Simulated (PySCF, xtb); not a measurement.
Si(F)2(H)(nPr) (C₃H₈F₂Si), SMILES C(CC)[SiH](F)F.

xtb with GFN2-xTB at its own geometry gives an orbital gap of 6.51 eV and a dipole moment of 2.77 D.

Geometry: PBE-D3(BJ)/def2-SVP. The values are those of a single conformer.

Task: What does PySCF with PBE/def2-TZVP give? (An estimate is asked for; the answer gives what the named calculation found.)

Result: gap 6.96 eV (levels -7.36 and -0.40 eV), dipole 2.44 D.
